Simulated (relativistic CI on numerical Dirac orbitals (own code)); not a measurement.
**What each ingredient does to the levels of Te¹⁰⁺**

Base calculation: Dirac-Coulomb-Breit CI, KLI orbitals optimised for each configuration, a model potential for QED, unscaled Slater integrals.

Configurations in the expansion (outside the closed core [Ar] 3d10): 4s2.4p6.4d6, 4s2.4p5.4d7, 4s2.4p6.4d5.4f, 4s2.4p6.4d5.5s, 4s.4p6.4d7, 4s2.4p6.4d5.5p, 4s2.4p5.4d6.4f, 4s2.4p6.4d5.5d, 4s2.4p6.4d4.4f.5s, 4s2.4p6.4d4.5s.5p, 4s.4p6.4d6.4f, 4s2.4p6.4d5.6s, 4s2.4p6.4d5.5f, 4s2.4p6.4d5.6p, 4s2.4p5.4d6.5s, 4s2.4p6.4d5.7s, 4s2.4p6.4d5.6f, 4s2.4p6.4d5.7p, 4s2.4p6.4d5.7f, 4s.4p6.4d6.5s, 4s2.4p6.4d4.5s2, 4s2.4p6.4d3.4f.5s2, 4s2.4p6.4d3.5s2.5p, 4s2.4p5.4d4.4f.5s2, 4p6.4d8, 4p5.4d9, 4p5.4d8.4f. Double excitations out of closed p, d and f shells are left out; levels of such configurations are missing from the list, as are those of other unlisted configurations, and high levels can miss mixing partners. These lack a partner that the ground configuration has and come out too high: 4s2.4p5.4d6.5s.

Variants: (1) configuration mixing switched off; (2) non-relativistic limit. Shifts of the energy above 4s2.4p6.4d6 5D_4, in cm⁻¹, for the lowest level and the first level of each name with at least 55 % of one term (blank where a level changes its place among those of its configuration and J or its character, or is not in the variant):

| Level | Base | Δ(1) | Δ(2) |
| --- | --- | --- | --- |
| 4s2.4p6.4d6 5D_4 | 0.0 | 0.0 | 0.0 |
| 4s2.4p6.4d6 5D_3 | 7081.1 | -53.8 | -7081.1 |
| 4s2.4p6.4d6 5D_2 | 9208.6 | -184.8 | -9208.6 |
| 4s2.4p6.4d6 5D_1 | 12070.3 | -256.3 | -12070.3 |
| 4s2.4p6.4d6 5D_0 | 13087.1 | -368.6 | -13087.1 |
| 4s2.4p6.4d6 3H_6 | 32604.9 | +1947.7 | -3284.2 |
| 4s2.4p6.4d6 3H_5 | 33542.3 | +1541.9 | -4221.6 |
| 4s2.4p6.4d6 3P_2 | 35894.0 | -378.7 | -320.9 |
| 4s2.4p6.4d6 3F_3 | 40892.3 | +183.9 | -5149.4 |
| 4s2.4p6.4d6 3F_2 | 42588.4 | +479.7 | -6845.5 |
| 4s2.4p6.4d6 3G_5 | 47841.3 | +1138.1 | -9999.9 |
| 4s2.4p6.4d6 3G_4 | 51229.5 | +282.4 | -13388.2 |
| 4s2.4p6.4d6 3P_0 | 52517.9 | -2547.4 | -16944.7 |
| 4s2.4p6.4d6 3G_3 | 53729.6 | +592.3 | -15888.3 |

At this charge energies of transitions that change n are usually good to better than 1 %, and those within a shell (Δn = 0) to a few per cent. Terms inside the open d or f shell come out 10 to 20 % too wide with unscaled integrals. Levels and lines within the n = 5 or 6 shells can be off by up to 10 % or somewhat more, and those that change n by about 2 %, since core polarisation is missing.

Ionisation energy from the two ground configurations alone: base 214.527 eV. The NIST ASD value (theoretical) is 215 eV.

LS names give the leading component of a level, which can be under half, so a name can repeat, a term be missing and a line seem to break the LS rules.
